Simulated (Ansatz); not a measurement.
Zn(Me)(GeH3) (CH6GeZn), SMILES [Zn]([CH3])[GeH3].

Geometry: B3LYP-D3(BJ)/def2-SVP. The structure was generated by enumeration; whether it is a known compound was not checked.

Two levels are set side by side: PBE/def2-SVPD (Ansatz, a first-principles code) and PBE0/def2-SVPD (Ansatz). Energy differences of separate SCF runs at the same geometry; the states with an electron removed or added have multiplicity 2 and 2. Differences are taken from unrounded values.

```csv
quantity,PBE0
vertical ionisation energy (eV),8.94
vertical singlet–triplet gap (eV),4.55
```

Problem. What does PBE give, and how far is it from PBE0? (Estimate from the structure and the level; the computed values follow.)

Solution. 
```csv
quantity,PBE,PBE minus PBE0
vertical ionisation energy (eV),8.80,-0.14
vertical singlet–triplet gap (eV),4.39,-0.17
```
